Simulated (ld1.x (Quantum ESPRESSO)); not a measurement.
Which change was made? (Pb, TM semilocal)

```
Element                 : lead (Pb)
Generator               : ld1.x (Quantum ESPRESSO) 7.5
Type                    : norm-conserving Troullier–Martins (semilocal form)
Functional              : PBE
Relativity              : scalar-relativistic
Frozen core             : [Kr] 4d10 4f14
Valence charge          : 22
Reference configuration : 5s2 5p6 5d10 6s2 6p1 (charge +1)
Partial waves           : 5s (bound): rc 1.30 bohr; 5p (bound): rc 0.95 bohr; 5d (bound): rc 1.45 bohr
Local potential         : the d channel
Core correction         : none
```

Occupied shells without a wave of their own: 6p, 6s. They enter only through the test configuration that unscreens the potential.

Cutoffs, loose and tight: the cutoffs (Ry, on a coarse ladder) from which the occupation-weighted sum of valence levels, in a spherical-Bessel basis at the reference potential, stays within 10 and 1 mRy of its value at 400 Ry. They do not see the model core or the augmentation charge, which bear on the density cutoff. Test errors are all-electron minus pseudo excitation energies from the reference, over the configurations 5s2 5p6 5d10 6s2 6p2; 5s2 5p6 5d10 6s2 6p0; 5s2 5p6 5d10 6s1 6p0; 5s2 5p6 5d9 6s2 6p3; 5s1 5p6 5d10 6s2 6p2; 5s2 5p6 5d10 6s2 6p1.5; 5s2 5p6 5d10 6s1 6p2; variants that change the core or the reference have their own tests. The largest error is taken over the tests solved by every variant that gives reliable tests at all, those not shown here included: 5s2 5p6 5d10 6s1 6p0; 5s2 5p6 5d10 6s1 6p2; 5s2 5p6 5d10 6s2 6p0.

The base gives: outcome: generated, misses its reference levels by 3.95 eV; cutoff, loose: 160 Ry; cutoff, tight: 260 Ry; bound ghosts: none; largest test error (meV): -5091.

(1) After one change the result is: outcome: generated, misses its reference levels by 3.75 eV; cutoff, loose: 180 Ry; cutoff, tight: 300 Ry; bound ghosts: none; largest test error (meV): -8285. Which change was it?
A. form changed from semilocal to separable (Kleinman–Bylander), still TM; local potential the p channel
B. wave 5s (bound): rc 1.30 bohr becomes 5s (bound): rc 1.22 bohr
C. wave 5s (bound): rc 1.30 bohr becomes 5s (bound): rc 1.44 bohr
D. reference 5s2 5p6 5d10 6s2 6p2
E. functional LDA (PZ)

Answers

(1) D. The others give: form changed from semilocal to separable (Kleinman–Bylander), still TM; local potential the p channel → outcome: generated, misses its reference levels by 1.38 eV; cutoff, loose: 160 Ry; cutoff, tight: 300 Ry; bound ghosts: none; largest test error (meV): -1885 | wave 5s (bound): rc 1.30 bohr becomes 5s (bound): rc 1.22 bohr → outcome: generated, misses its reference levels by 2.21 eV; cutoff, loose: 180 Ry; cutoff, tight: 300 Ry; bound ghosts: none; largest test error (meV): -2932 | wave 5s (bound): rc 1.30 bohr becomes 5s (bound): rc 1.44 bohr → outcome: generated, misses its reference levels by 7.90 eV; cutoff, loose: 160 Ry; cutoff, tight: 260 Ry; bound ghosts: none; largest test error (meV): -10020 | functional LDA (PZ) → outcome: generated, misses its reference levels by 3.98 eV; cutoff, loose: 180 Ry; cutoff, tight: 300 Ry; bound ghosts: none; largest test error (meV): -5091. In the semilocal form every listed channel keeps its own potential, so the choice of the local channel does not act on these tests. It acts once the file is put into the separable form.
